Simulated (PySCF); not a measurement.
**Spin-rotation constants: `C(C)[C@@H]1CP1CCP`, C₆H₁₄P₂**

Molfile (atoms numbered from 1):
```
C6H14P2
     RDKit          3D

 22 22  0  0  0  0  0  0  0  0999 V2000
   -3.3464   -0.6660   -0.0936 C   0  0  0  0  0  0  0  0  0  0  0  0
   -2.3003    0.3679   -0.5027 C   0  0  0  0  0  0  0  0  0  0  0  0
   -0.9525    0.0450    0.0993 C   0  0  2  0  0  0  0  0  0  0  0  0
   -0.7167    0.3826    1.5468 C   0  0  0  0  0  0  0  0  0  0  0  0
    0.2652    1.4153    0.3745 P   0  0  0  0  0  0  0  0  0  0  0  0
    1.8508    0.4116    0.3445 C   0  0  0  0  0  0  0  0  0  0  0  0
    2.4294    0.3523   -1.0623 C   0  0  0  0  0  0  0  0  0  0  0  0
    3.9881   -0.6548   -1.1908 P   0  0  0  0  0  0  0  0  0  0  0  0
   -3.4425   -0.7031    0.9892 H   0  0  0  0  0  0  0  0  0  0  0  0
   -3.0624   -1.6553   -0.4464 H   0  0  0  0  0  0  0  0  0  0  0  0
   -4.3157   -0.4146   -0.5174 H   0  0  0  0  0  0  0  0  0  0  0  0
   -2.6147    1.3596   -0.1689 H   0  0  0  0  0  0  0  0  0  0  0  0
   -2.2198    0.3933   -1.5922 H   0  0  0  0  0  0  0  0  0  0  0  0
   -0.5383   -0.8989   -0.2462 H   0  0  0  0  0  0  0  0  0  0  0  0
   -1.5175    0.8966    2.0625 H   0  0  0  0  0  0  0  0  0  0  0  0
   -0.1908   -0.3278    2.1713 H   0  0  0  0  0  0  0  0  0  0  0  0
    2.5611    0.9017    1.0181 H   0  0  0  0  0  0  0  0  0  0  0  0
    1.6620   -0.5959    0.7255 H   0  0  0  0  0  0  0  0  0  0  0  0
    1.7037   -0.0818   -1.7580 H   0  0  0  0  0  0  0  0  0  0  0  0
    2.6577    1.3588   -1.4256 H   0  0  0  0  0  0  0  0  0  0  0  0
    4.5885   -0.1202   -0.0501 H   0  0  0  0  0  0  0  0  0  0  0  0
    3.5006   -1.7471   -0.4703 H   0  0  0  0  0  0  0  0  0  0  0  0
  1  2  1  0
  2  3  1  0
  3  4  1  0
  4  5  1  0
  5  6  1  0
  6  7  1  0
  7  8  1  0
  5  3  1  0
  1  9  1  0
  1 10  1  0
  1 11  1  0
  2 12  1  0
  2 13  1  0
  3 14  1  1
  4 15  1  0
  4 16  1  0
  6 17  1  0
  6 18  1  0
  7 19  1  0
  7 20  1  0
  8 21  1  0
  8 22  1  0
M  END
```

Theory: PySCF 2.14.0, GIAO BHandHLYP/pcSseg-1 magnetisability, rotational g tensor and spin-rotation constants, non-relativistic, gas phase. Geometry: GFN2-xTB.

Question: Give the nuclear spin-rotation constants along the inertial axes (H = +C I·J) beside the isotropic shieldings.

Answer: Rotational constants 2.9639, 0.5300, 0.4920 GHz. A star marks the isotopologue with that one atom substituted, in its own axes.
```csv
atom,isotope,Caa (kHz),Cbb (kHz),Ccc (kHz),mean (kHz),σ (ppm)
P5,31P,1.542,0.703,0.551,0.932,560.6
P8,31P,3.113,0.733,0.661,1.503,451.0
H9,1H,-0.301,-0.034,-0.016,-0.117,30.8
H10,1H,-0.266,-0.010,-0.045,-0.107,30.8
H11,1H,-0.069,-0.054,-0.036,-0.053,30.7
H12,1H,-0.282,-0.010,-0.049,-0.114,31.5
H13,1H,-0.292,-0.026,-0.016,-0.111,29.7
H14,1H,-0.238,-0.014,-0.051,-0.101,31.1
H15,1H,-0.092,-0.041,-0.055,-0.062,31.5
H16,1H,-0.277,-0.062,0.000,-0.113,31.0
H17,1H,-0.242,-0.001,-0.055,-0.100,30.3
H18,1H,-0.349,-0.049,-0.006,-0.135,31.8
H19,1H,-0.236,-0.011,-0.052,-0.100,30.7
H20,1H,-0.311,-0.044,-0.007,-0.121,30.6
H21,1H,-0.303,0.006,-0.046,-0.114,29.4
H22,1H,-0.272,-0.052,0.002,-0.107,29.5
C1,13C*,0.396,0.077,0.069,0.181,169.4
C2,13C*,0.472,0.087,0.081,0.213,155.0
C3,13C*,0.295,0.114,0.074,0.161,160.4
C4,13C*,0.294,0.083,0.081,0.153,169.9
C6,13C*,0.467,0.113,0.092,0.224,140.3
C7,13C*,0.415,0.074,0.074,0.188,167.5
```
For the geometry as given, no vibrational averaging.

Question: How do the rotational constants and the g tensor change when H9, H10, H11, H12, H13, H14, H15, H16, H17, H18, H19, H20, H21, H22 are replaced by deuterium?

Answer: Constants 2.4299, 0.4668, 0.4361 GHz; g 0.0057, -0.0035, -0.0026, against 0.0074, -0.0040, -0.0030 before.
